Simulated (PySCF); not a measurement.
# H2InO2, SMILES `[OH][In][OH]` (H–O–In–O torsion 0°, O–In–O–H torsion 180°) (charge 0, multiplicity 2)

The numbers are results of PySCF with M06-2X/def2-TZVP, not measurements.

* **highest occupied spin orbital**: -7.89 eV
* **dipole moment**: 2.65 D
* **total energy**: -341.7390 Ha
* **cost**: about 2.8 core-minutes (a rough figure)

```xyz
5

O     -1.8074    -0.4580    -0.1182
In     0.0891    -0.8452    -0.6360
O      1.3264     0.5289     0.1542
H     -1.8757     0.3269     0.4356
H      2.2652     0.4428    -0.0288
```
Charge 0, spin multiplicity 2.
